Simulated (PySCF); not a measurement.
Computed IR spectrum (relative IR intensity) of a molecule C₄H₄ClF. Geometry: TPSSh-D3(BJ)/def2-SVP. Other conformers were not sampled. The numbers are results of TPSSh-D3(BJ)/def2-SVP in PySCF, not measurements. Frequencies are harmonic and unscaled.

Lines under 2 % of the strongest are left out, and lines within 2 cm⁻¹ are merged.

ν (cm⁻¹): 114 (vw), 263 (vw), 395 (vw), 423 (vw), 442 (w), 552 (m), 781 (m), 867 (m), 915 (s), 968 (m), 1001 (m), 1061 (m), 1130 (s), 1159 (m), 1221 (w), 1291 (vs), 1364 (s), 1463 (w), 1656 (vs), 3058 (m), 3064 (m), 3131 (w) (against the strongest line: vs over 80 %, s over 45 %, m over 15 %, w over 4 %, vw less)

Pick the molecule that these values belong to.
A. FC1=C(Cl)CC1
B. F[C@H]1C=C(Cl)C1
C. C=C=C(F)CCl
D. C=C(Cl)/C=C\F

B, F[C@H]1C=C(Cl)C1
